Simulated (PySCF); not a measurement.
**Relaxation of doublet RhH₄**

Method: PySCF, UPBE0, basis Rh def2-TZVP with ECP28, H def2-TZVP (scalar-relativistic core potentials, no spin–orbit coupling, density fitting). A (50,194) grid was used.

A start displaced from a saddle point along its imaginary mode, of Cs symmetry, held to at least that symmetry:

```xyz
5
charge 0 multiplicity 2, angstrom
Rh   -0.0090    0.0070    0.0016
H     1.3632   -0.1160    0.6194
H    -1.1157   -0.3381    1.1670
H     0.4472    0.9912   -1.1544
H     0.2263   -1.2527   -0.7969
```

(1) What does it relax to?

(2) How much energy is released, and in how many steps?

Answers

(1) It ends at C3v with Rh–H 1.520 Å (×3), Rh–H 1.687 Å; H–Rh–H 83.0° (×3), H–Rh–H 130.1° (×3) (after a last refinement on a finer grid). A frequency run shows a minimum.

(2) 4.2 kJ/mol in 14 steps.

Other spin states or occupations of the open shell can lie lower.

The relaxation took about 60 core-seconds on a shared host.
